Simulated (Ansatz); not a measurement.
Reaction (ligand exchange at the In–Se bond): `[F][In]([Cl])[SeH]` + CH₃OH → `C[O][In]([F])[Cl]` + H₂Se

Computed with Ansatz on PBE0-D4/def2-TZVP structures; ΔE is electronic, products minus reactants. CBS: MP2 limit from def2 TZ/QZ plus the TZ coupled-cluster correction, frozen cores. This one scheme is used for every species. DFT in def2-TZVPP. B3LYP here is the variant with VWN-RPA as its local correlation; programs differ in this. Elements past krypton have def2 core potentials. For In, Se outer-core shells are correlated without core-valence functions, which leaves a few kJ/mol of doubt a bond. Scalar relativity is left out up to krypton. Each species was taken in one conformer, which may not be the lowest.

Is it downhill or uphill in electronic energy at CCSD(T)/CBS, and by how much? (Estimate.)

Computed: Uphill: ΔE = +97.8 kJ/mol.

What do these levels give: PBE-D4, BLYP-D4, B3LYP-D4, BHLYP-D4, CAM-B3LYP-D4, r2SCAN, BHLYP, CAM-B3LYP, RPA@PBE/def2-TZVPP, HF/def2-SVP, SCS-MP2/def2-QZVPP, HF/CBS(def2)? (An estimate is asked.)

Computed: PBE-D4 99.0, BLYP-D4 90.9, B3LYP-D4 99.1, BHLYP-D4 106.9, CAM-B3LYP-D4 95.3, r2SCAN 98.8, BHLYP 105.1, CAM-B3LYP 95.3, RPA@PBE/def2-TZVPP 88.0, HF/def2-SVP 107.2, SCS-MP2/def2-QZVPP 95.9, HF/CBS(def2) 105.3 kJ/mol.

Largest T1 diagnostic among the species: 0.016.

From BLYP to BHLYP (50 % exact exchange), in def2-TZVPP and without D4, ΔE moves by +13.2 kJ/mol. At CCSD(T), def2-SVP lies −7.7 kJ/mol from the extrapolated value and def2-TZVPP −2.9 kJ/mol.
